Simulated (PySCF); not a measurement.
Input of a response calculation (the driver script's job line, then coordinates in Å):

```
{"job": {"kind": "uv", "xc": "PBE0", "basis": "def2-SVPD", "nstates": 6, "ntriplets": 2}, "charge": 1, "multiplicity": 1}
C      3.078734     1.477476    -2.159974
C      2.161403     1.040816    -1.519368
C      1.085306     0.524484    -0.764009
C      0.633366     1.203813     0.371196
C     -0.418436     0.698400     1.109894
C     -1.016307    -0.486429     0.709441
N     -2.146486    -1.031454     1.508128
C     -0.584027    -1.175859    -0.410704
C      0.468459    -0.668489    -1.148929
H      3.879885     1.859821    -2.721260
H      1.110799     2.124836     0.665076
H     -0.766643     1.223111     1.986742
H     -2.579800    -1.816486     1.002800
H     -1.818124    -1.369710     2.424106
H     -2.855406    -0.303539     1.673046
H     -1.058119    -2.098493    -0.710891
H      0.818399    -1.190270    -2.025205
```

The program printed:

```
coarse grid: 14712 points
cycle   1  E = -363.2943581296  dE =  1.872e+00  |g| = 4.631e-01  |ddm| = 2.332e+01
cycle   2  E = -363.2571749100  dE =  3.718e-02  |g| = 6.155e-01  |ddm| = 4.265e+00
cycle   3  E = -363.3648404761  dE = -1.077e-01  |g| = 1.201e-01  |ddm| = 2.209e+00
cycle   4  E = -363.3678292032  dE = -2.989e-03  |g| = 5.729e-02  |ddm| = 4.805e-01
cycle   5  E = -363.3686179077  dE = -7.887e-04  |g| = 1.958e-02  |ddm| = 3.015e-01
cycle   6  E = -363.3687043436  dE = -8.644e-05  |g| = 7.698e-03  |ddm| = 7.056e-02
cycle   7  E = -363.3687186454  dE = -1.430e-05  |g| = 2.085e-03  |ddm| = 1.784e-02
cycle   8  E = -363.3687197466  dE = -1.101e-06  |g| = 2.514e-04  |ddm| = 1.403e-02
final grid: 143632 points
cycle   9  E = -363.4182026013  dE = -4.306e-05  |g| = 7.085e-03  |ddm| = 3.829e-01
cycle  10  E = -363.4182022474  dE =  3.539e-07  |g| = 7.369e-03  |ddm| = 7.995e-02
cycle  11  E = -363.4182155626  dE = -1.332e-05  |g| = 1.183e-03  |ddm| = 3.424e-02
cycle  12  E = -363.4182159087  dE = -3.462e-07  |g| = 4.394e-04  |ddm| = 5.213e-03
cycle  13  E = -363.4182159518  dE = -4.307e-08  |g| = 1.553e-04  |ddm| = 1.461e-03
cycle  14  E = -363.4182159576  dE = -5.745e-09  |g| = 5.379e-05  |ddm| = 5.868e-04
cycle  15  E = -363.4182159583  dE = -7.337e-10  |g| = 1.547e-05  |ddm| = 2.214e-04
converged SCF energy = -363.4182159583

Static polarisability (au): isotropic 98.222, principal 53.389 87.591 153.686

Singlet excitations
state   eV       nm        f      main configurations
  1   4.6719    265.4   0.00000   H-1->L 0.96
  2   4.8215    257.1   0.12603   H->L+1 0.43, H->L 0.43, H-2->L 0.11
  3   4.9197    252.0   0.22031   H->L 0.50, H->L+1 0.37, H-2->L 0.08
  4   5.2662    235.4   0.00010   H->L+2 0.99
  5   5.5229    224.5   0.00038   H-1->L+1 0.99
  6   5.9500    208.4   0.12407   H-2->L 0.67, H->L+1 0.17, H-3->L+1 0.14

Triplet excitations (Tamm-Dancoff, eV): 3.3410 4.2619
```

Computed, not measured: TDDFT PBE0/def2-SVPD, vertical, gas phase, core orbitals frozen in the response in PySCF. Geometry: GFN2-xTB; no solvent, vibrations or thermal averaging.

Q: How much of the mean polarisability do the listed states account for?

A: The sum over states Σ f/ΔE² (ΔE in hartree) gives 13.36 au, 14% of the total; the rest comes from higher roots of the same response equations.

Q: Give the mean polarisability in Å³.

A: 98.22 au × 0.148185 = 14.55 Å³.

Q: What is the total energy of state 1 at this geometry?

A: -363.41822 + 0.17169 = -363.24653 hartree.

Q: Which orbital energies lie behind H and L?

A: HOMO -10.72 eV and LUMO -5.29 eV, a gap of 5.43 eV; state 1 differs from that by -0.76 eV.

Q: How many basis functions and electrons does this run hold?

A: 244 basis functions for 62 electrons in 31 doubly occupied orbitals.

Q: Write the structure that the coordinates describe.

A: `c1c(C#C)ccc(c1)[NH3+]` ([C8H8N]+).

The SCF starts on a coarse grid; the energy jumps when the final grid takes over, and dE counts afresh there. H and L stand for HOMO and LUMO.
